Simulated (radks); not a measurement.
Results of a calculation; reference values are marked as such.
The molybdenum ion Mo34+, 8 electrons, occupied as [He] 2s2 2p4 (the NIST ground configuration).

Code: a radial shooting solver on a logarithmic mesh with Libxc functionals. Model: Dirac Kohn-Sham, PBEsol, spin-unpolarised, spherical densities, finite nucleus; open shells fill j = l - 1/2 first; Fermi nuclear charge, rms radius 4.4091 fm.

Energy parts (hartree):
| part | energy |
|---|---|
| total | -2920.17737 |
| kinetic | 3057.99568 |
| electron-nucleus | -6209.77693 |
| Hartree | 287.49457 |
| exchange-correlation | -55.89069 |

Orbitals (lengths in bohr, moments of r in powers of bohr):
orbital  occ.  eigenvalue (hartree)      <r^4>  small-component weight
1s1/2       2             -811.2855  7.132e-06                2.35e-02
2s1/2       2             -176.7143   0.001111                5.19e-03
2p1/2       2             -170.5475  0.0007062                5.15e-03
2p3/2       2             -166.2559  0.0007832                5.01e-03

The highest occupied level is 2p3/2 at -4524.1 eV. Summed over all electrons, <r^2> = 0.1333 bohr^2, which gives a Langevin (diamagnetic) susceptibility term of -0.106 x 10^-6 cm^3/mol. The electron density at the nucleus is 8.979e+04 e/bohr^3. The density falls to 0.001 e/bohr^3 at r = 0.53 bohr. For comparison, the ionisation energy in NIST's Atomic Spectra Database is 4618 eV (semi-empirical). In exact Kohn-Sham theory the highest level is minus the ionisation energy, but local and semilocal functionals leave it too shallow, through self-interaction and a potential that decays too fast; potentials with the right tail come closer.

Beside tabulated values, note that spin-unpolarised runs miss the spin-polarisation part of the exchange energy of open shells.
